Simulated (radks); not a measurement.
Tc I, 43 electrons, occupied as [Kr] 4d5 5s2.

Method: scalar-relativistic Kohn-Sham, PBEsol, spin-polarised, spherical densities, point nucleus; open shells are filled with parallel spins first (spin-orbit coupling, left out, can overturn this in heavy ions); computed with a radial shooting solver on a logarithmic mesh with Libxc functionals.

Energy parts (eV):
total: -116559.739
kinetic: 120348.660
electron-nucleus: -280989.913
Hartree: 47513.077
exchange-correlation: -3431.564

Orbitals (lengths in bohr, moments of r in powers of bohr; r(max) is where P^2 peaks):
orbital  occ.  eigenvalue (eV)     <r^2>      <r^4>      <r>   r(max)
1s up       1        -20855.43  0.001588  6.529e-06  0.03430  0.02229
1s down     1        -20855.43  0.001588  6.529e-06  0.03430  0.02229
2s up       1        -2975.510   0.02640   0.001199   0.1497   0.1262
2s down     1        -2974.901   0.02640   0.001199   0.1497   0.1262
2p up       3        -2663.476   0.02078  0.0008589   0.1304   0.1009
2p down     3        -2663.014   0.02077  0.0008585   0.1304   0.1009
3s up       1        -517.7318    0.1979    0.06057   0.4157   0.3725
3s down     1        -517.3779    0.1979    0.06046   0.4157   0.3726
3p up       3        -415.3698    0.2020    0.06640   0.4167   0.3658
3p down     3        -414.9730    0.2018    0.06619   0.4165   0.3659
3d up       5        -249.6487    0.1914    0.07054   0.3993   0.3112
3d down     5        -249.0603    0.1910    0.07007   0.3991   0.3114
4s up       1         -74.3038     1.274      2.456    1.060   0.9506
4s down     1         -71.2426     1.260      2.407    1.054   0.9460
4p up       3         -46.4053     1.584      3.989    1.176    1.025
4p down     3         -43.1013     1.570      3.951    1.169    1.019
4d up       5          -7.8303     3.507      25.63    1.695    1.276
4d down     0          -4.5724     4.191      42.98    1.818    1.270
5s up       1          -5.5965     11.61      219.8    3.183    2.668
5s down     1          -4.2740     14.18      337.8    3.507    2.894

The highest occupied level is 5s down at -4.274 eV. The configuration is held as typed, so some empty levels lie below it. Spin moment in Bohr magnetons: 5. Summed over all electrons, <r^2> = 59.01 bohr^2, which gives a Langevin (diamagnetic) susceptibility term of -46.7 x 10^-6 cm^3/mol. For comparison, the ionisation energy in NIST's Atomic Spectra Database is 7.119 eV (measured). In exact Kohn-Sham theory the highest level is minus the ionisation energy, but local and semilocal functionals leave it too shallow, through self-interaction and a potential that decays too fast; potentials with the right tail come closer. The density falls to 0.001 e/bohr^3 at r = 4.75 bohr.
